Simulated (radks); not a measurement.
Q: Charge is removed step by step from the 5d up level of the gadolinium ion Gd+, starting from [Xe] 4f7 5d(up 1, down 0) 6s1. Level of theory: scalar-relativistic Kohn-Sham, r2SCAN, spin-polarised, spherical densities, finite nucleus; open shells are filled with parallel spins first (spin-orbit coupling, left out, can overturn this in heavy ions); meta-GGA in the generalised Kohn-Sham scheme; Fermi nuclear charge, rms radius 5.1569 fm (a radial shooting solver on a logarithmic mesh with Libxc functionals). At the starting occupation the eigenvalue is -8.961 eV. Estimate the energy to remove one whole electron from this level, the eigenvalue at the end, and how far E(n) bends from a straight line.

A: Delta-SCF 13.041 eV; final eigenvalue -17.328 eV; the deviation from the straight line is -1.047 eV at 0.5 electron removed, the largest on the grid computed. Slater's transition state (half an electron removed) gives 12.993 eV. Integrating minus the eigenvalue over the occupation (Janak's theorem) gives 13.044 eV. In this scalar-relativistic scheme the density is built from large components alone, so the theorem holds only approximately. The mean slope of the eigenvalue, de/dn, is 8.37 eV per electron.
